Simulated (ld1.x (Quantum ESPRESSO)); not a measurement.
Values are calculated unless marked as measured or tabulated.
**Hardness and transferability of assorted potentials**

Generated with ld1.x 7.5 (TM, RRKJ, ultrasoft, PAW), atompaw 4.2 or ONCVPSP 4.0.1. The cutoff is in Ry: for ld1.x and atompaw files where the sum of valence levels is converged to 10 mRy in a Bessel basis, for ONCV files where the hardest occupied wave has 1 mHa per electron of residual kinetic energy. The error is the largest all-electron minus pseudo excitation energy over each file’s own four to seven test configurations (ionisations up to +4, promotions, holes and added fractions of an electron), all of which were solved. The labels leave out finer settings (local radius, basis sizes, second energies), which also bear on the numbers. Spin-polarised tests are not counted. The rows are a selection from randomly drawn settings: files with unsolved tests, undetermined cutoffs or missed reference levels are left out.

A true bound ghost makes a file unfit for plane-wave use even where its test errors are small: the radial tests pick states by their node count and pass the ghost by.

| element | potential | cutoff (Ry) | largest error (meV) | bound ghosts |
| --- | --- | --- | --- | --- |
| Li | TM, LDA (PZ), scalar-relativistic, rc 2.06/4.20 (sp), local s, core correction no, reference 2s1 2p0 | 6 | +5.9 | none |
| K | TM, PBE, scalar-relativistic, rc 3.45/3.45/3.70 (spd), local p, core correction yes, reference 4s1 4p0 | 6 | +19 | s |
| K | TM, PBE, scalar-relativistic, rc 3.05/3.65/4.20 (spd), local d, core correction yes, reference 3d0 4s0.5 4p0 | 6 | +10 | s |
| Cr | TM, PBEsol, non-relativistic, rc 1.00/1.60/1.10 (spd), local d, core correction yes, reference 3s2 3p6 3d4 4s0 4p0 | 160 | +437 | none |
| Tc | TM, Wu–Cohen, scalar-relativistic, rc 2.15/3.25/1.35 (spd), local s, core correction no, reference 4d5 5s1 5p0 | 50 | -144 | none |

Fill in the row for P: TM, PBE, fully relativistic, rc 1.35/1.50/1.30 (spd), local p, core correction yes, reference 3s1 3p4.

cutoff 18 Ry, largest error +64 meV, bound ghosts: none.

Fill in the row for Si: ultrasoft, LDA (PZ), non-relativistic, rc 1.75/2.25/2.15 (spd), local smoothed, core correction no, reference 3s1.75 3p2.25.

cutoff 10 Ry, largest error +185 meV, bound ghosts: none.
